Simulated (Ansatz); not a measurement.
Compare A (`C/C=N/C[SiH3]`) with its isomer B (`C=NC[SiH2]C`).

Calculated with Ansatz (gas phase, PBE0-D4/def2-TZVP geometries, no zero-point term in ΔE). CCSD(T)/CBS is the MP2 limit (def2-TZVPP, def2-QZVPP) plus CCSD(T) − MP2 in def2-TZVPP, frozen cores. Functionals use def2-TZVPP. B3LYP here is the variant with VWN-RPA as its local correlation; programs differ in this. Each species was taken in one conformer, which may not be the lowest.

(1) Which is lower in electronic energy at CCSD(T)/CBS, and by how much? (An estimate is asked.)

(2) Give E(B) − E(A) in kJ/mol with HF/def2-TZVPP, B2PLYP, r2SCAN-D4, PBE-D4, LDA (SPW92), MP2/def2-TZVPP, B3LYP. (Estimate.)

(3) Does the order hold for the free energy at 298.15 K (harmonic terms from PBE0-D4)? (Estimate.)

Largest T1 diagnostic: 0.012.

## Answers

(1) Ansatz gave: B, by 21.3 kJ/mol.

(2) Ansatz gave: HF/def2-TZVPP -14.4, B2PLYP -18.6, r2SCAN-D4 -20.3, PBE-D4 -18.3, LDA (SPW92) -12.9, MP2/def2-TZVPP -21.0, B3LYP -16.9. None reverses the order clearly.

(3) Ansatz gave: Yes: G(B) − G(A) = -19.0 kJ/mol, for one conformer each.

In def2-TZVPP, CCSD(T) changes the Hartree–Fock value by −5.7 kJ/mol (the triples alone add −0.2 kJ/mol) and MP2 by −6.6 kJ/mol. Leaving LDA and LC-ωPBE aside and taking each functional with its dispersion term where it has one, the values, not all of them listed here, spread over 4.0 kJ/mol, from ωB97M-V to CAM-B3LYP-D4. LDA lies +4.1 kJ/mol from PBE without D4.
